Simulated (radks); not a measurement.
Results of a calculation; reference values are marked as such.
Orbital eigenvalues (eV) of neutral osmium, [Xe] 4f14 5d6 6s2, at several levels of relativity; Dirac values are averaged over j with weights 2j + 1. Spin-unpolarised spherical Kohn-Sham, LDA (Slater exchange, Perdew-Wang correlation), point nucleus unless stated (finite: rms radius 5.4126 fm), a radial shooting solver on a logarithmic mesh with Libxc functionals. A level marked "c x" has the speed of light scaled by that factor and shares open shells by 2j + 1; other Dirac levels either fill j = l - 1/2 first or share by 2j + 1.

| shell | non-rel. | scalar-rel. | scalar-rel., finite nucleus | Dirac, 2j+1 shares | change of magnitude, last against first (%) |
|---|---|---|---|---|---|
| 3p | -2363.0 | -2504.9 | -2505.0 | -2519.0 | +6.60 |
| 3d | -1972.7 | -1960.4 | -1960.5 | -1955.7 | -0.86 |
| 4s | -526.88 | -630.68 | -630.40 | -629.19 | +19.42 |
| 4p | -438.63 | -470.96 | -470.98 | -474.70 | +8.22 |
| 4d | -276.90 | -272.72 | -272.73 | -272.06 | -1.75 |
| 5s | -74.509 | -91.838 | -91.788 | -91.619 | +22.96 |
| 4f | -63.159 | -52.295 | -52.304 | -52.108 | -17.50 |
| 5p | -47.817 | -51.055 | -51.060 | -51.766 | +8.26 |
| 5d | -8.0733 | -6.4616 | -6.4647 | -6.4800 | -19.74 |
| 6s | -5.2116 | -6.3789 | -6.3755 | -6.3840 | +22.49 |
| 6p (empty) | -1.5751 | -1.3928 | -1.3940 | -1.4451 | -8.25 |
| 7s (empty) | -0.031889 | -0.019890 | -0.019900 | -0.020420 | -35.96 |
